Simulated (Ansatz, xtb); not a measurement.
# Two conformers of ClH5Si2Sn

Structure I is `[SiH3][SiH2][Sn][Cl]`, a singlet and structure II is `[SiH3][SiH2][Sn][Cl]`, a singlet. Both are isolated molecules in the gas phase, relaxed with B3LYP-D3(BJ)/def2-SVP.

I (Å):

```csv
atom,x (Å),y (Å),z (Å)
Cl,0.7680,-4.2190,-1.8130
Si,-3.6028,-0.4168,-0.9013
Si,-2.0053,-2.1312,-0.7100
Sn,-0.4282,-2.4120,-2.8885
H,-2.9100,0.8877,-1.1362
H,-4.4713,-0.2762,0.3058
H,-4.4803,-0.6821,-2.0831
H,-1.1321,-1.8589,0.4765
H,-2.7083,-3.4317,-0.4660
```

II (Å):

```xyz
9

Cl   -1.9832   -0.9739   -2.6126
Si   -1.0901    0.8753    0.5633
Si   -1.5638   -1.4000    0.9378
Sn   -3.2252   -2.2799   -0.9869
H    -0.1439    1.0191   -0.5770
H    -0.4913    1.5126    1.7756
H    -2.3561    1.5996    0.2395
H    -0.2867   -2.1812    0.8411
H    -2.1012   -1.6071    2.3221
```

Q: Estimate which is lower in electronic energy at CCSD(T)/def2-SVP + ΔMP2/def2-TZVPP, and by roughly how much.

A: The CCSD(T)/def2-SVP + ΔMP2/def2-TZVPP calculation puts structure II lower, by 1.18 kcal/mol.

Level by level:

```
                             level               geometry  E(II) − E(I) (kcal/mol)  departure from the last row (kcal/mol)  job, with rough time for the two
             B3LYP-D3(BJ)/def2-SVP  B3LYP-D3(BJ)/def2-SVP                     −1.95                                   −0.77                optimisation, 52 s
                       HF/def2-SVP  B3LYP-D3(BJ)/def2-SVP                     −1.17                                   +0.01           part of the CCSD(T) run
                      MP2/def2-SVP  B3LYP-D3(BJ)/def2-SVP                     −1.82                                   −0.64           part of the CCSD(T) run
                  CCSD(T)/def2-SVP  B3LYP-D3(BJ)/def2-SVP                     −1.72                                   −0.54                      single point
CCSD(T)/def2-SVP + ΔMP2/def2-TZVPP  B3LYP-D3(BJ)/def2-SVP                     −1.18                                                        single point, 26 s
```

The levels shown agree on the order. The largest departure from CCSD(T)/def2-SVP + ΔMP2/def2-TZVPP is that of B3LYP-D3(BJ)/def2-SVP, 0.77 kcal/mol. Levels run at GFN2-xTB geometries aren't shown. The last row adds to CCSD(T) the change of the MP2 difference between the two basis sets, here +0.54 kcal/mol.

With harmonic frequencies from B3LYP-D3(BJ)/def2-SVP (ideal gas, rigid rotor, one conformer each, 298.15 K, 1 atm): on the last row, ΔE + ΔZPE = −0.97 kcal/mol. A mode under 50 cm⁻¹ makes harmonic enthalpies and free energies unreliable, so none is given.

The correlated steps freeze 19 core orbitals; the filled d shell of Sn is correlated, in a basis made for valence electrons. Atoms past krypton carry core potentials in the def2 sets and no spin–orbit term is included. Codes used: Ansatz 0.2.0; the last row on 2 threads of Intel(R) Xeon(R) 6975P-C (Granite Rapids) on a shared host.
